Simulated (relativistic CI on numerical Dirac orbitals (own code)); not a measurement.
# Spin-allowed bands of a d7 ion in a tetrahedral site, by hand

Problem. Take Δ = 8850 cm⁻¹ and B = 690 cm⁻¹ for a d7 ion in a tetrahedral site. Calculate the three spin-allowed bands.

Working.
1. The terms of highest spin are 4F (energy 0) and 4P (15B = 10350 cm⁻¹). Here the F term splits into A2 at −1.2Δ = -10620, T2 at −0.2Δ = -1770 and T1 at +0.6Δ = 5310 cm⁻¹.
2. The two T1 states mix through the element 0.4Δ: H = [[5310, 3540], [3540, 10350]], with roots ½(H₁₁ + H₂₂) ∓ ½√[(H₂₂ − H₁₁)² + 4H₁₂²] = ½(15660) ∓ ½(8691) = 3485 and 12175 cm⁻¹.
3. The ground term is 4A2 at -10620 cm⁻¹.
4. Bands: 4T2 8850 cm⁻¹ (1130 nm), 4T1(F) 14105 cm⁻¹ (709 nm), 4T1(P) 22795 cm⁻¹ (439 nm).

Check. Exact diagonalisation of the whole d7 shell with these parameters gives 4T2 8850, 4T1 14105, 4T1 22795 cm⁻¹. The match is exact, since without spin-orbit coupling no other term has this spin. The ratio of the second band to the first, 1.594, depends on Δ/B = 12.8 alone, which is how a Tanabe-Sugano diagram is read.
